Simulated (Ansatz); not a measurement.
C$_{2}$H$_{8}$Se$_{2}$Si (`C[SiH2][Se][Se]C`), relaxed with RKS PBE0-D4/def2-TZVP in the Gaussian-basis code of Ansatz from a PBE-D4/def2-SVP geometry. The force threshold is 0.005 eV/Å; the program also tests the step.

The species carries charge 0 and has multiplicity 1.

Start:

```xyz
13

C    -1.047   -0.436   -2.107
Si   -0.932   -1.123   -0.356
Se   -1.459    0.478    1.230
Se    0.376    1.882    0.698
C     1.737    1.087    1.876
H    -0.727   -1.200   -2.846
H    -2.087   -0.130   -2.336
H    -0.385    0.449   -2.203
H     0.453   -1.643   -0.069
H    -1.927   -2.235   -0.134
H     1.423    1.173    2.932
H     1.908    0.029    1.604
H     2.666    1.670    1.711
```

Task: How much energy does the relaxation release, and in how many steps? (Best estimate.)

Result: Ansatz gave: 1.37 kcal/mol, in 5 steps.

Task: Which bonds change most? (Best estimate.)

Result: Computed: Se3–Se4 from 2.371 to 2.335 Å; Si2–Se3 from 2.315 to 2.288 Å; C1–Si2 from 1.884 to 1.862 Å; Se4–C5 from 1.968 to 1.946 Å.

Task: Give the relaxed structure. (Estimate.)

Result: Ansatz gave: 
```xyz
13

C    -1.043   -0.436   -2.091
Si   -0.912   -1.099   -0.356
Se   -1.436    0.482    1.213
Se    0.376    1.864    0.701
C     1.717    1.070    1.867
H    -0.754   -1.204   -2.814
H    -2.065   -0.120   -2.307
H    -0.379    0.421   -2.214
H     0.462   -1.596   -0.081
H    -1.881   -2.206   -0.123
H     1.402    1.153    2.905
H     1.880    0.030    1.592
H     2.633    1.643    1.709
```
